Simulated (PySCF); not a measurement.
Record of a relaxation.

Compound: C4H8Ge.
Bonds: C1–C2 (double), C2–C3, C3–C4 (double), C3–Ge5. Hydrogens: H6, H7 on C1; H8 on C2; H9, H10 on C4; H11, H12, H13 on Ge5.

Method: PBE0-D3(BJ)/def2-SVP geometry optimisation, gas phase in PySCF; density fitting, grid level 1; the optimiser is geomeTRIC in internal coordinates, started from a GFN2-xTB structure with every atom displaced at random (about 0.01 Å). The frame can shift and turn from step to step; on so coarse a grid that alone can change the energy by a few meV, and forces under 0.02 eV/Å are noise.

Step 0: E = -60772.7386 eV, largest atomic force 2.528 eV/Å
```
atom  x, y, z in Å  |  force x, y, z in eV/Å
C1      1.708   -0.858   -0.751   -1.095   0.879   0.530
C2      1.306    0.130    0.070    0.356  -0.399  -0.306
C3     -0.092    0.448    0.371    1.039  -0.422  -0.404
C4     -0.338    1.442    1.220   -2.498   0.195   0.334
Ge5    -1.520   -0.591   -0.458    0.081   0.572   0.438
H6      0.957   -1.450   -1.260   -0.103  -0.415  -0.256
H7      2.733   -1.042   -0.962    1.059  -0.256  -0.188
H8      2.074    0.753    0.560   -0.195  -0.083  -0.036
H9      0.389    2.041    1.722    0.949   0.409   0.297
H10    -1.395    1.685    1.474    0.600  -0.009  -0.086
H11    -2.838   -0.060    0.047   -0.499   0.275   0.260
H12    -1.444   -2.038   -0.093    0.163  -0.835   0.220
H13    -1.535   -0.478   -1.950    0.143   0.089  -0.804
```

Step 1: E = -60772.8761 eV, largest atomic force 0.398 eV/Å
```
atom  x, y, z in Å  |  force x, y, z in eV/Å
C1      1.628   -0.875   -1.137    0.257  -0.188  -0.155
C2      1.258    0.032   -0.228   -0.075   0.180   0.061
C3     -0.118    0.411    0.083   -0.172  -0.065   0.065
C4     -0.392    1.405    0.948    0.337   0.202  -0.065
Ge5    -1.614   -0.552   -0.735   -0.036  -0.153  -0.097
H6      0.900   -1.448   -1.721    0.009   0.031   0.003
H7      2.687   -1.077   -1.344   -0.182   0.009   0.069
H8      2.037    0.574    0.325    0.008   0.011  -0.005
H9      0.416    1.974    1.436   -0.099  -0.128  -0.048
H10    -1.407    1.737    1.164   -0.154  -0.052   0.075
H11    -2.937    0.028   -0.178    0.154  -0.044  -0.051
H12    -1.515   -2.062   -0.382   -0.046   0.216  -0.072
H13    -1.603   -0.413   -2.283    0.001  -0.018   0.219
```

Step 2: E = -60772.8861 eV, largest atomic force 0.101 eV/Å
```
atom  x, y, z in Å  |  force x, y, z in eV/Å
C1      1.650   -0.877   -1.133   -0.077  -0.022   0.018
C2      1.247    0.044   -0.246    0.094   0.018  -0.033
C3     -0.133    0.411    0.068    0.015  -0.034  -0.006
C4     -0.384    1.407    0.936   -0.050   0.046   0.052
Ge5    -1.630   -0.552   -0.739    0.033  -0.021  -0.013
H6      0.940   -1.464   -1.724   -0.011  -0.007  -0.003
H7      2.711   -1.079   -1.300   -0.014   0.020   0.008
H8      2.014    0.600    0.309    0.009   0.007   0.001
H9      0.434    1.958    1.419   -0.012  -0.016  -0.018
H10    -1.400    1.714    1.202    0.009  -0.016  -0.014
H11    -2.934    0.036   -0.174   -0.005   0.013   0.011
H12    -1.547   -2.052   -0.396   -0.006   0.006  -0.005
H13    -1.629   -0.409   -2.273    0.015   0.006   0.002
```

Step 3: E = -60772.8848 eV, largest atomic force 0.176 eV/Å
```
atom  x, y, z in Å  |  force x, y, z in eV/Å
C1      1.615   -0.882   -1.129    0.087   0.038   0.064
C2      1.262    0.061   -0.244   -0.122  -0.086  -0.094
C3     -0.119    0.420    0.075    0.008   0.078   0.068
C4     -0.393    1.412    0.942   -0.054  -0.045   0.048
Ge5    -1.599   -0.554   -0.744   -0.001   0.034   0.016
H6      0.874   -1.460   -1.690    0.011   0.005   0.010
H7      2.664   -1.112   -1.323    0.058  -0.012  -0.031
H8      2.044    0.616    0.292   -0.016  -0.013  -0.026
H9      0.411    1.971    1.432    0.025   0.038   0.010
H10    -1.418    1.692    1.209    0.049   0.004  -0.032
H11    -2.906    0.025   -0.187   -0.049   0.021   0.021
H12    -1.512   -2.051   -0.410   -0.002  -0.069   0.015
H13    -1.584   -0.403   -2.273    0.004   0.008  -0.070
```

Step 4: E = -60772.8882 eV, largest atomic force 0.054 eV/Å
```
atom  x, y, z in Å  |  force x, y, z in eV/Å
C1      1.635   -0.885   -1.130   -0.030  -0.001   0.012
C2      1.255    0.052   -0.251    0.007   0.044   0.030
C3     -0.124    0.416    0.076   -0.023  -0.032  -0.012
C4     -0.393    1.407    0.945    0.033  -0.019   0.000
Ge5    -1.613   -0.550   -0.741   -0.010   0.005  -0.008
H6      0.911   -1.481   -1.695    0.000  -0.001  -0.003
H7      2.691   -1.092   -1.317    0.009   0.000   0.001
H8      2.031    0.615    0.284    0.006   0.011  -0.008
H9      0.414    1.969    1.431    0.012   0.007   0.001
H10    -1.415    1.696    1.206    0.003  -0.004  -0.005
H11    -2.918    0.036   -0.177   -0.006   0.001   0.002
H12    -1.532   -2.051   -0.409   -0.005  -0.012   0.001
H13    -1.601   -0.395   -2.273    0.004   0.001  -0.011
```

Step 5: E = -60772.8884 eV, largest atomic force 0.050 eV/Å
```
atom  x, y, z in Å  |  force x, y, z in eV/Å
C1      1.638   -0.883   -1.123    0.022  -0.016  -0.008
C2      1.252    0.057   -0.250   -0.004  -0.030  -0.036
C3     -0.129    0.410    0.074    0.038   0.014   0.030
C4     -0.386    1.402    0.946   -0.044   0.016   0.004
Ge5    -1.621   -0.553   -0.745    0.010   0.007  -0.003
H6      0.919   -1.487   -1.685   -0.004   0.003   0.002
H7      2.696   -1.082   -1.311   -0.007  -0.002   0.002
H8      2.025    0.629    0.281   -0.006   0.006  -0.007
H9      0.428    1.960    1.425   -0.007  -0.011  -0.005
H10    -1.404    1.698    1.212   -0.014   0.002   0.012
H11    -2.927    0.034   -0.179    0.012  -0.004  -0.003
H12    -1.543   -2.057   -0.417   -0.002   0.014  -0.003
H13    -1.608   -0.393   -2.278    0.006   0.000   0.016
```

Step 6: E = -60772.8888 eV, largest atomic force under 0.02 eV/Å
```
atom  x, y, z in Å  |  force x, y, z in eV/Å
C1      1.636   -0.885   -1.124   -0.001  -0.004   0.004
C2      1.254    0.057   -0.252    0.001   0.001  -0.007
C3     -0.126    0.413    0.076    0.003  -0.007   0.008
C4     -0.390    1.403    0.948   -0.002  -0.001  -0.001
Ge5    -1.616   -0.551   -0.744    0.000   0.006  -0.005
H6      0.913   -1.490   -1.682    0.001  -0.001  -0.001
H7      2.693   -1.087   -1.315   -0.001  -0.001   0.001
H8      2.028    0.630    0.275   -0.001   0.006  -0.005
H9      0.421    1.963    1.429   -0.003   0.002   0.003
H10    -1.410    1.694    1.213    0.000  -0.002   0.004
H11    -2.922    0.034   -0.180    0.002  -0.001  -0.001
H12    -1.538   -2.055   -0.418   -0.002   0.001   0.000
H13    -1.601   -0.390   -2.277    0.003   0.000   0.002
```

Step 7: E = -60772.8890 eV, largest atomic force under 0.02 eV/Å
```
atom  x, y, z in Å  |  force x, y, z in eV/Å
C1      1.636   -0.887   -1.122    0.000   0.000   0.004
C2      1.254    0.060   -0.256   -0.001   0.004  -0.001
C3     -0.126    0.413    0.077    0.004  -0.003   0.002
C4     -0.391    1.401    0.950   -0.006  -0.007   0.001
Ge5    -1.615   -0.550   -0.746   -0.002   0.006  -0.002
H6      0.913   -1.499   -1.672   -0.001   0.001   0.001
H7      2.692   -1.087   -1.315    0.003  -0.001  -0.001
H8      2.029    0.640    0.264    0.000   0.003  -0.004
H9      0.418    1.963    1.433    0.004  -0.001  -0.001
H10    -1.412    1.686    1.218    0.000   0.002   0.002
H11    -2.921    0.035   -0.181   -0.002  -0.001   0.000
H12    -1.539   -2.054   -0.423   -0.001  -0.003   0.001
H13    -1.597   -0.385   -2.277    0.002  -0.001  -0.002
```

**Question.** Summarise the path.

**Answer.** The energy falls by 14.51 kJ/mol from step 0 to step 7; nine tenths of that is first reached at step 1. It rises by more than 0.2 meV at step 3. The largest force goes from 2.528 to under 0.02 eV/Å. Among the bonds Ge5–H12 changes most, from 1.494 to 1.540 Å; the atoms move by 0.046 Å rms after alignment.

**Question.** Follow the three bonds and two angles with the largest change from start to end.

**Answer.** 
```
step  E above end (kJ/mol)  largest force (eV/Å)  Ge5–H12 (Å)  Ge5–H13 (Å)  Ge5–H11 (Å)  C3–C4–H9 (°)  C2–C1–H6 (°)
   0                 14.51                 2.528        1.494        1.497        1.507         126.4         118.7
   1                  1.25                 0.398        1.555        1.554        1.548         121.1         122.3
   2                  0.29                 0.101        1.541        1.541        1.538         121.1         122.1
   3                  0.40                 0.176        1.536        1.537        1.535         121.0         122.1
   4                  0.07                 0.054        1.540        1.540        1.538         121.1         122.1
   5                  0.06                 0.050        1.541        1.542        1.539         121.1         122.2
   6                  0.02            under 0.02        1.541        1.541        1.539         121.0         122.1
   7                  0.00            under 0.02        1.540        1.541        1.538         121.1         122.1
```

The cost below is that of the whole optimisation. Hardware: an Arm Neoverse V2 with one thread, no GPU, on a shared host. Cost: 48 s wall, 0.54 GiB resident at most.
